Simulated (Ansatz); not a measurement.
A nudged elastic band was laid between two geometries of C₂H₈BBrN₂ (14 atoms, charge 0, multiplicity 1).

Level of theory: RKS B3LYP/def2-SVP in Ansatz.

```json
{
 "movable images": "5",
 "climbing image": "yes",
 "spring": "5.0 eV/Å²",
 "optimiser": "quadratic models (default)",
 "start path": "IDPP",
 "force threshold": "0.05 eV/Å",
 "iteration limit": "55",
 "end points": "relaxed"
}
```

Image 0:

```xyz
14
Properties=species:S:1:pos:R:3
C -0.473 -0.770 1.626
B 0.672 -0.618 0.565
Br 2.324 -1.593 0.865
C 0.546 0.294 -0.731
N -0.387 -0.448 -1.588
N 0.231 1.669 -0.359
H -0.590 -1.810 1.971
H -1.453 -0.394 1.291
H -0.186 -0.183 2.520
H 1.510 0.313 -1.262
H -0.386 -0.120 -2.555
H -1.344 -0.388 -1.240
H -0.680 1.731 0.097
H 0.203 2.288 -1.171
```

Image 6:

```xyz
14
Properties=species:S:1:pos:R:3
C -0.431 -0.545 1.726
B 0.745 -0.230 0.736
Br 2.560 -0.339 1.418
C 0.523 0.170 -0.786
N -0.248 -0.856 -1.478
N -0.009 1.536 -0.707
H -1.425 -0.242 1.358
H -0.270 -0.104 2.722
H -0.459 -1.641 1.878
H 1.498 0.243 -1.293
H -0.357 -0.647 -2.472
H -1.186 -0.945 -1.086
H -0.978 1.542 -0.386
H 0.026 2.029 -1.600
```

Task: Which bonds break or form, and what moves?

Result: No bond is made or broken. The dihedral H7–C1–B2–Br3 goes from -42 to 166°. The two ends are copies of one structure, up to a mirror image or an exchange of like atoms.

Task: Give the energies along the band, and the barrier.

Result: The forces met the threshold. The highest image is number 3 of 0 to 6, 0.015 eV above the ends, which have the same energy within 2 meV. A vibrational analysis at the climbing image gives one clearly imaginary mode, 93i cm⁻¹: a first-order saddle point.

```
image  path coordinate (Å)  energy (eV)  dihedral H7–C1–B2–Br3 (°)
    0                 0.00        0.000                        -42
    1                 0.73        0.003                        -68
    2                 1.46        0.010                        -95
    3                 2.19        0.015                       -125
    4                 2.88        0.009                       -151
    5                 3.57        0.003                       -173
    6                 4.26        0.000                        166
```

Task: What is the geometry of the highest image?

Result: 
```xyz
14
Properties=species:S:1:pos:R:3
C -0.416 -0.458 1.764
B 0.765 -0.200 0.764
Br 2.590 -0.323 1.407
C 0.527 0.180 -0.764
N -0.140 -0.946 -1.419
N -0.113 1.498 -0.782
H -1.079 -1.249 1.368
H -1.041 0.450 1.845
H -0.102 -0.745 2.777
H 1.503 0.299 -1.260
H -0.193 -0.825 -2.432
H -1.095 -1.061 -1.080
H -1.073 1.450 -0.440
H -0.145 1.902 -1.719
```

The run took 2.4 min on 2 threads of Arm Neoverse V1, with other jobs on the host, peak memory 0.44 GiB.
